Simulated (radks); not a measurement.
Problem. Ge8+, 24 electrons, occupied as [Ne] 3s2 3p(1/2: 1, 3/2: 4) 3d(3/2: 4, 5/2: 3) (not the ground configuration). Method: Dirac Kohn-Sham, PBE, spin-unpolarised, spherical densities, finite nucleus; Fermi nuclear charge, rms radius 4.0742 fm; computed with a radial shooting solver on a logarithmic mesh with Libxc functionals. Some entries of the table are withheld. Estimate them.

orbital  occ.  eigenvalue (hartree)  <1/r> (bohr^-1)  r(max) (bohr)
1s1/2       2             -409.6556            32.38            (1)
2s1/2       2             -57.25205            7.157         0.1760
2p1/2       2                   (2)            7.117         0.1391
2p3/2       4                   (3)            6.923         0.1421
3s1/2       2             -12.43055              (4)         0.5328
3p1/2       1                   (5)              (6)         0.5243
3p3/2       4                   (7)              (8)         0.5318
3d3/2       4              -7.21949            2.040            (9)
3d5/2       3              -7.19067            2.029           (10)

Solution. 
(1) 1s1/2 r(max) (bohr): 0.03072
(2) 2p1/2 eigenvalue (hartree): -51.70196
(3) 2p3/2 eigenvalue (hartree): -50.52804
(4) 3s1/2 <1/r> (bohr^-1): 2.393
(5) 3p1/2 eigenvalue (hartree): -10.56848
(6) 3p1/2 <1/r> (bohr^-1): 2.291
(7) 3p3/2 eigenvalue (hartree): -10.39078
(8) 3p3/2 <1/r> (bohr^-1): 2.247
(9) 3d3/2 r(max) (bohr): 0.4700
(10) 3d5/2 r(max) (bohr): 0.4721
